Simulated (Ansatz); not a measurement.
Energy profile

The step: AlHF₂ ([F][AlH][F]) + HCl → AlClF₂ ([F][Al]([F])[Cl]) + H₂; bonds formed: H2–H5; dative contacts that become bonds: Al1–Cl6; bonds broken: Al1–H2, H5–Cl6 (atoms numbered as in the saddle structure below).

Al1  (-0.154, -0.551, -0.170)
H2  (-1.087, 0.491, 0.686)
F3  (-0.552, -0.735, -1.748)
F4  (0.507, -1.782, 0.686)
H5  (-0.012, 1.249, 0.542)
Cl6  (1.298, 1.329, 0.004)
(Å)

Electronic energies by CCSD(T) at an estimated basis limit (MP2 extrapolated from triple and quadruple zeta, plus CCSD(T) − MP2 in triple zeta), on PBE0-D4/def2-TZVP structures; AlH₂ClF₂, closed shell; no counterpoise correction. Computed with Ansatz 0.2.0 (basis: def2-TZVPP and def2-QZVPP); correlated methods freeze the cores. Extrapolation: Hartree–Fock as exp(−7.88 √X), correlation as X^−2.97.

Task: Give the profile in kJ/mol, counted from the separated reactants. (Judge from chemistry; the value comes from the calculation.)

Result: The calculation gives:
```csv
point,kJ/mol
"separated: AlHF₂ (linked as [F][AlH][F]; Al1, H2, F3, F4; singlet) + HCl (H5, Cl6; singlet)",0.0
start structure,-36.8
saddle,7.4
end structure,-147.0
"separated: AlClF₂ (linked as [F][Al]([F])[Cl]; Al1, F3, F4, Cl6; singlet) + H₂ (H2, H5; singlet)",-130.6
```

No T1 diagnostic of these runs exceeds 0.013. The end structure is not quite a true minimum (one mode of 33i cm⁻¹).

For scale, one of the runs: CCSD(T)/def2-TZVPP, 174 basis functions, launched by `ansatz run in.yaml --threads 2 --pin off --events-out ev --progress --plain --max-ram 4352MiB`. The run took 15 s on 2 CPU threads of an Intel Xeon 6975P-C (shared host), with 1.6 GiB of host memory at its peak.
